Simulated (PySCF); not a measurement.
BClH₂OSe, SMILES OB(Cl)[SeH]. Heavy atoms are numbered as in [B:1]([Cl:2])([OH:3])[SeH:5]. Hydrogens are named by the atom that carries them.

The structure is a stationary point at ωB97X-D3(BJ)/def2-SVP. The values are those of a single conformer.

Computed with KT2/pcSseg-1 (PySCF).

GIAO shieldings, no solvent; atoms alike by connectivity are averaged. δ = σ(ref) − σ: ¹¹B against BF3 (σ = 89.8 ppm); ³⁵Cl against HCl (σ = 945.4 ppm); ¹⁷O against H2O (σ = 330.4 ppm); ¹H against TMS (σ = 31.47 ppm); ⁷⁷Se against Me2Se (σ = 1692.1 ppm), references at their B3LYP-D3(BJ)/def2-TZVP geometries, non-relativistic (without spin–orbit terms, shifts of atoms bonded to Cl or Br come out too high).

Computed chemical shifts:
| nucleus | atoms | count | δ (ppm) |
|---|---|---|---|
| ¹¹B | B1 | 1 | 29.7 |
| ³⁵Cl | Cl2 | 1 | 178.4 |
| ¹⁷O | O3 (OH) | 1 | 181.0 |
| ¹H | H on O3 | 1 | 5.25 |
| ¹H | H on Se5 | 1 | 2.31 |
| ⁷⁷Se | Se5 (SeH) | 1 | -254.6 |
